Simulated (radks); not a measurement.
Ionisation ladder of iridium, from Ir XXIII to Ir L (ions without a valid solution omitted). Each ion is in the ground configuration listed by NIST, and IE = E(next ion) - E(this ion). All-electron calculation, scalar-relativistic Kohn-Sham, SCAN, spin-polarised, spherical densities, finite nucleus; open shells are filled with parallel spins first (spin-orbit coupling, left out, can overturn this in heavy ions); meta-GGA in the generalised Kohn-Sham scheme; Fermi nuclear charge, rms radius 5.4032 fm. Program: a radial shooting solver on a logarithmic mesh with Libxc functionals.

\begin{tabular}{lrrrrrr}
species & configuration & E (hartree) & IE, Delta-SCF (eV) & IE, NIST (eV) & kind & error (eV) \\ \hline
Ir XXIII & [Kr] 4d10 4f9 & -17627.0002 & 645.95 & 670 & theory & -24.1 \\
Ir XXIV & [Kr] 4d10 4f8 & -17603.2621 & 691.38 & 720 & theory & -28.6 \\
Ir XXV & [Kr] 4d10 4f7 & -17577.8544 & 754.07 & 770 & theory & -15.9 \\
Ir XXVI & [Kr] 4d10 4f6 & -17550.1428 & 802.87 & 820 & theory & -17.1 \\
Ir XXVII & [Kr] 4d10 4f5 & -17520.6377 & 852.68 & 870 & theory & -17.3 \\
Ir XXVIII & [Kr] 4d10 4f4 & -17489.3022 & 903.47 & 920 & theory & -16.5 \\
Ir XXIX & [Kr] 4d10 4f3 & -17456.1004 & 955.19 & 980 & theory & -24.8 \\
Ir XXX & [Kr] 4d10 4f2 & -17420.9979 & 1007.8 & 1030 & theory & -22.2 \\
Ir XXXI & [Kr] 4d10 4f1 & -17383.9623 & 1061.3 & 1080 & theory & -18.7 \\
Ir XXXII & [Kr] 4d10 & -17344.9615 & 1342.0 & 1331 & theory & +11.0 \\
Ir XXXIII & [Kr] 4d9 & -17295.6431 & 1393.9 & 1381 & theory & +12.9 \\
Ir XXXIV & [Kr] 4d8 & -17244.4164 & 1446.2 & 1436 & theory & +10.2 \\
Ir XXXV & [Kr] 4d7 & -17191.2709 & 1498.7 & 1493 & theory & +5.7 \\
Ir XXXVI & [Kr] 4d6 & -17136.1962 & 1551.4 & 1548 & theory & +3.4 \\
Ir XXXVII & [Kr] 4d5 & -17079.1831 & 1623.7 & 1603 & theory & +20.7 \\
Ir XXXVIII & [Kr] 4d4 & -17019.5149 & 1678.7 & 1684 & theory & -5.3 \\
Ir XXXIX & [Kr] 4d3 & -16957.8225 & 1734.2 & 1739 & theory & -4.8 \\
Ir XL & [Kr] 4d2 & -16894.0933 & 1789.8 & 1801 & theory & -11.2 \\
Ir XLI & [Kr] 4d1 & -16828.3191 & 1845.8 & 1857 & theory & -11.2 \\
Ir XLII & [Kr] & -16760.4885 & 2121.2 & 2083 & theory & +38.2 \\
Ir XLIII & [Ar] 3d10 4s2 4p5 & -16682.5371 & 2175.9 & 2139 & theory & +36.9 \\
Ir L & [Ar] 3d10 & -16062.0969 & 4579.6 & 4540 & theory & +39.6 \\
\end{tabular}

Reference values: NIST Atomic Spectra Database (exp. = measured, semi-emp. = semi-empirical, theory = theoretical value adopted there). The ionisation energy per charge of the ion left behind rises most, in proportion, at Ir L ([Ar] 3d10), from 50.603 to 91.592 eV. Open shells are spherical and high-spin; term and fine-structure splittings are not resolved. Spin-orbit splitting is averaged out at the scalar-relativistic level.
